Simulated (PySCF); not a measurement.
Mg⁺ (magnesium, charge +1) across methods

[Ne] 3p1, 2P determinant (an excited configuration). Computed with PySCF 2.14 in def2-TZVPPD (5s5p3d, 35 functions), with the non-relativistic Hamiltonian (point nucleus).

```json
{"method": "UHF", "E (hartree)": "-199.20574", "mean ε 2p α (eV)": "-72.870", "mean ε 2p β (eV)": "-72.664", "mean ε 3p α (eV)": "-10.419", "Σ⟨r²⟩ (bohr²)": "19.30", "⟨S²⟩": "0.750"}
{"method": "LDA", "E (hartree)": "-198.6844", "mean ε 2p α (eV)": "-57.534", "mean ε 2p β (eV)": "-57.429", "mean ε 3p α (eV)": "-8.340", "Σ⟨r²⟩ (bohr²)": "18.25", "⟨S²⟩": "0.750"}
{"method": "M06", "E (hartree)": "-199.6361", "mean ε 2p α (eV)": "-61.959", "mean ε 2p β (eV)": "-61.862", "mean ε 3p α (eV)": "-8.755", "Σ⟨r²⟩ (bohr²)": "18.83", "⟨S²⟩": "0.750"}
{"method": "PBE", "E (hartree)": "-199.5130", "mean ε 2p α (eV)": "-57.384", "mean ε 2p β (eV)": "-57.280", "mean ε 3p α (eV)": "-8.442", "Σ⟨r²⟩ (bohr²)": "18.19", "⟨S²⟩": "0.750"}
{"method": "r2SCAN", "E (hartree)": "-199.6134", "mean ε 2p α (eV)": "-58.787", "mean ε 2p β (eV)": "-58.695", "mean ε 3p α (eV)": "-8.460", "Σ⟨r²⟩ (bohr²)": "18.39", "⟨S²⟩": "0.750"}
{"method": "B97-3", "E (hartree)": "-199.6152", "mean ε 2p α (eV)": "-61.890", "mean ε 2p β (eV)": "-61.787", "mean ε 3p α (eV)": "-9.009", "Σ⟨r²⟩ (bohr²)": "18.52", "⟨S²⟩": "0.750"}
{"method": "r2SCANh", "E (hartree)": "-199.6101", "mean ε 2p α (eV)": "-60.282", "mean ε 2p β (eV)": "-60.178", "mean ε 3p α (eV)": "-8.677", "Σ⟨r²⟩ (bohr²)": "18.43", "⟨S²⟩": "0.750"}
{"method": "wB97M-V", "E (hartree)": "-199.6180", "mean ε 2p α (eV)": "-63.912", "mean ε 2p β (eV)": "-63.782", "mean ε 3p α (eV)": "-10.153", "Σ⟨r²⟩ (bohr²)": "18.59", "⟨S²⟩": "0.750"}
{"method": "PBE0", "E (hartree)": "-199.5312", "mean ε 2p α (eV)": "-61.536", "mean ε 2p β (eV)": "-61.407", "mean ε 3p α (eV)": "-9.029", "Σ⟨r²⟩ (bohr²)": "18.38", "⟨S²⟩": "0.750"}
```
